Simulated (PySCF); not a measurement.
Two species compared at the same levels of theory.

First species: C5H7PS.
SMILES: `c1csc(CC)p1`

Second species: C5H7NO.
InChI=1S/C5H7NO/c1-2-5-6-3-4-7-5/h3-4H,2H2,1H3

Levels: CAM-B3LYP/def2-SVPD for dipole moment, HOMO energy, LUMO energy, HOMO–LUMO gap, static isotropic polarisability and electronic spatial extent ⟨r²⟩ about the centre of nuclear charge; TDDFT CAM-B3LYP/def2-SVPD for lowest singlet excitation; TDA CAM-B3LYP/def2-SVPD for lowest triplet excitation (Tamm–Dancoff); GFN2-xTB for rotational constant A and rotational constant C. Geometries: GFN2-xTB. All species are isolated and taken at one optimised geometry, non-relativistic unless stated. Electronic properties by PySCF.

Dipoles, sizes and rotational constants follow the conformer. The torsions of the flexible species, by atom-mapped SMILES:
- `[CH3:1][CH2:2][c:3]1[p:4][cH:5][cH:6][s:7]1`: C1–C2–C3–P4 104°
- `[CH3:1][CH2:2][c:3]1[n:4][cH:5][cH:6][o:7]1`: C1–C2–C3–N4 -93°

| property | column X | column Y |
| --- | --- | --- |
| dipole moment | 1.02 D | 1.33 D |
| HOMO energy | -7.84 eV | -8.27 eV |
| LUMO energy | -0.21 eV | 1.05 eV |
| HOMO–LUMO gap | 7.63 eV | 9.32 eV |
| lowest singlet excitation | 4.87 eV | 6.33 eV |
| lowest triplet excitation (Tamm–Dancoff) | 2.99 eV | 4.19 eV |
| static isotropic polarisability | 99.3 au | 66.1 au |
| electronic spatial extent ⟨r²⟩ about the centre of nuclear charge | 1062 bohr² | 735 bohr² |
| rotational constant A | 2.930 GHz | 6.882 GHz |
| rotational constant C | 1.140 GHz | 1.765 GHz |

Which column belongs to which species?

Column X is the first species and column Y the second. The first has 14 atoms and 68 electrons, the second 14 and 52.

How does each property change from the first species to the second?

dipole moment +0.31 D; HOMO energy -0.43 eV; LUMO energy +1.26 eV; HOMO–LUMO gap +1.69 eV; lowest singlet excitation +1.46 eV; lowest triplet excitation (Tamm–Dancoff) +1.20 eV; static isotropic polarisability -33.2 au; electronic spatial extent ⟨r²⟩ about the centre of nuclear charge -327 bohr²; rotational constant A +3.952 GHz; rotational constant C +0.625 GHz.

On the first: In wavenumbers S1 is 39300 cm⁻¹ (1 eV = 8065.54 cm⁻¹). S1 lies 2.76 eV below the HOMO–LUMO gap; its leading configuration is HOMO→LUMO, weight 0.94.

On the second: S1 lies 2.99 eV below the HOMO–LUMO gap; its leading configuration is HOMO→LUMO, weight 0.89. The principal polarisabilities are 50.9, 63.9 and 83.4 au; their mean is the isotropic value.
